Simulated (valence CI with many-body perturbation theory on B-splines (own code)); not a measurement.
## Ho XXVII: input, log and results

Calculated by configuration interaction combined with many-body perturbation theory (CI+MBPT): five valence electrons over a frozen Dirac-Fock core [Kr], a basis of 7 s, 7 p, 8 d, 6 f, 4 g, 1 h functions for each j, with the one-electron correlation potential Σ1 (screened to all orders), the two-electron term Σ2, the three-electron term Σ3, Breit, model QED; selected single and double excitations, second order for the rest, scaled by the run's own slope (own B-spline code, finite nucleus).

Command, and the settings that its task file holds:

```sh
python run_cv.py task.json out
```

```
atom Ho  Z=67  mass_number=165  rms_radius_fm=5.2022
core [Kr]
valence 4d5
avg = 1
basis = M
beyond = 1
breit = 1
cap = 32000
capref = 2200
cscale = 1
de = 0.0
dress = 0
eps = 2e-08
extrap = 1
h = 0.27
hh = 1
l2 = 3
lcore = 6
maxit = 60
n2 = 5
natural = 1
nlev = 190
nno = [4, 4, 5, 4, 3, 1]
nroot = 40
nsp = [3, 3, 3, 2, 1, 0]
pt2 = 1
qed = 1
rpa = 1
s1 = 1
s2 = 1
s3 = 1
screen = 1
tol = 2e-05
whole = 1
```

Q: Roughly how long does this run take on one core of Intel(R) Xeon(R) Processor @ 2.30GHz, and how much memory?

A: 17 min on 1 thread of Intel(R) Xeon(R) Processor @ 2.30GHz, with other jobs on the host, peak memory 1.4 GiB.

Log. The first blocks belong to the next ion, which gives the ionisation energy. Fields: 2J, parity (1 odd), roots, reference size, generating configurations, candidates as configurations/state functions, variational space P, stored matrix elements, Davidson steps; e2 is the range of second-order energies in hartree. The first line gives the box (bohr), its intervals, the orbitals and the steps of their self-consistent field. Window is the range of levels sought, series limit the energy at which the first omitted orbital would enter, core excitation an estimate of the first excitation out of the core, left out the lowest levels not solved, and shifts from estimates the range by which levels moved from their first estimate, all in cm⁻¹.

```
rmax 5.5 intervals 59 orbitals 59 references ['4d5', '4d4 4f', '4d4 5s', '4d4 5p', '4d3 4f2'] scf 5 t 1.9
2J=0 par=0 roots 2 ref 28 generators 6 cand 7160/17692 P 1388/2672 nnz 1.3e+06 it 5
2J=0 par=0 roots 2 ref 28 generators 11 cand 9583/24368 P 2098/4336 nnz 2.6e+06 it 5
   second order: generators 13 cand 10198/25674 e2 -0.00003 -0.00001
2J=2 par=0 roots 2 ref 51 generators 6 cand 7370/49312 P 637/3198 nnz 2.8e+06 it 5
2J=2 par=0 roots 2 ref 51 generators 12 cand 10626/72009 P 2027/10808 nnz 2.1e+07 it 5
   second order: generators 17 cand 12084/82394 e2 -0.00007 -0.00003
reference levels 1775, estimated 383, window 1517980 1/cm; series limit 5016204, core excitation 1037366
2J=5 par=0 roots 10 ref 197 generators 14 cand 12980/429609 P 464/6391 nnz 8.6e+06 it 7
2J=5 par=0 roots 10 ref 197 generators 16 cand 12726/425878 P 2019/27918 nnz 1.3e+08 it 8
   second order: generators 27 cand 25378/959543 e2 -0.00087 -0.00047
2J=7 par=0 roots 7 ref 205 generators 9 cand 12965/478231 P 363/6395 nnz 9.9e+06 it 6
2J=7 par=0 roots 7 ref 205 generators 12 cand 12773/474510 P 1536/25536 nnz 1.2e+08 it 8
   second order: generators 22 cand 25616/1020448 e2 -0.00107 -0.00079
2J=3 par=0 roots 7 ref 153 generators 11 cand 12934/324927 P 518/6393 nnz 9.1e+06 it 7
2J=3 par=0 roots 7 ref 153 generators 11 cand 12642/321180 P 2259/26966 nnz 1.3e+08 it 8
   second order: generators 27 cand 27659/802586 e2 -0.00056 -0.00031
2J=11 par=0 roots 3 ref 154 generators 9 cand 12637/423824 P 491/6398 nnz 9.6e+06 it 5
2J=11 par=0 roots 3 ref 154 generators 12 cand 12368/420024 P 2003/26079 nnz 1.3e+08 it 6
   second order: generators 19 cand 18486/684721 e2 -0.00038 -0.00035
2J=9 par=0 roots 5 ref 190 generators 10 cand 12858/472701 P 396/6379 nnz 9.7e+06 it 5
2J=9 par=0 roots 5 ref 190 generators 12 cand 12642/468974 P 1648/25795 nnz 1.3e+08 it 7
   second order: generators 20 cand 21269/858078 e2 -0.00090 -0.00061
2J=1 par=0 roots 4 ref 86 generators 9 cand 12673/174243 P 929/6399 nnz 8.7e+06 it 7
2J=1 par=0 roots 4 ref 86 generators 12 cand 12092/170425 P 3038/23395 nnz 6.8e+07 it 8
   second order: generators 18 cand 20496/319484 e2 -0.00020 -0.00010
2J=13 par=0 roots 1 ref 114 generators 3 cand 9593/309255 P 558/6395 nnz 1.2e+07 it 4
2J=13 par=0 roots 1 ref 114 generators 5 cand 10899/336707 P 1664/20247 nnz 8.6e+07 it 5
   second order: generators 9 cand 15910/494985 e2 -0.00019 -0.00019
2J=5 par=1 roots 40 ref 100 generators 13 cand 15323/496735 P 329/6386 nnz 7.4e+06 it 10
...
2J=15 par=1 roots 13 ref 17 generators 14 cand 13766/315643 P 1899/30490 nnz 1.2e+08 it 10
   second order: generators 33 cand 34444/1159813 e2 -0.00265 -0.00196
2J=17 par=1 roots 6 ref 6 generators 5 cand 9828/189850 P 632/6386 nnz 7.2e+06 it 5
2J=17 par=1 roots 6 ref 6 generators 9 cand 12448/220962 P 2545/30972 nnz 1.3e+08 it 7
   second order: generators 24 cand 31606/876721 e2 -0.00105 -0.00088
2J=19 par=1 roots 2 ref 2 generators 2 cand 3006/30885 P 759/6399 nnz 8.5e+06 it 4
2J=19 par=1 roots 2 ref 2 generators 6 cand 9932/137518 P 2723/25938 nnz 1.2e+08 it 5
   second order: generators 18 cand 26436/531005 e2 -0.00010 -0.00009
left out: unestimated 2285329, estimated 1594021, shifts from estimates -507 to 336
operators 2.6
```

The Davidson iterations converged.

No measured spectrum was set against this ion. As an estimate, large intervals hold to a few tenths of a per cent, small ones and those within an open d or f shell to about a per cent. The list stops below the first excitations out of the core.

| Quantity | Value |
| --- | --- |
| Valence energy | -189.2695 hartree |
| Ionisation energy | 930.43 eV (NIST: 929 ± 4 eV (theoretical)) |
| Reference configurations for the orbitals | 4d5, 4d4 4f, 4d4 5s, 4d4 5p, 4d3 4f2 |
| Radial orbitals | 59 |
| Box radius | 5.531 bohr |
| Largest variational space | 31994 |
| Lowest levels | (4d3/2^4 4d5/2) J=5/2 0.000, (4d3/2^3 4d5/2^2) J=5/2 [a] 6.567, (4d3/2^3 4d5/2^2) J=7/2 [a] 10.385, (4d3/2^3 4d5/2^2) J=3/2 [a] 10.752, (4d3/2^3 4d5/2^2) J=11/2 11.143, (4d3/2^3 4d5/2^2) J=9/2 12.188, (4d3/2^3 4d5/2^2) J=5/2 [b] 12.669, (4d3/2^3 4d5/2^2) J=1/2 13.295, (4d3/2^3 4d5/2^2) J=7/2 [b] 14.697, (4d3/2^2 4d5/2^3) J=5/2 [a] 16.946, (4d3/2^3 4d5/2^2) J=3/2 [b] 18.223, (4d3/2^2 4d5/2^3) J=7/2 [a] 18.735, (4d3/2^2 4d5/2^3) J=11/2 19.278, (4d3/2^2 4d5/2^3) J=9/2 [a] 19.911 eV |

Levels are named by their leading jj configuration (3d3/2^4 stands for four electrons in 3d with j = 3/2), which in mixed levels can hold well under half, so a name can repeat and another be missing. Letters in brackets count levels of one name in rising energy.
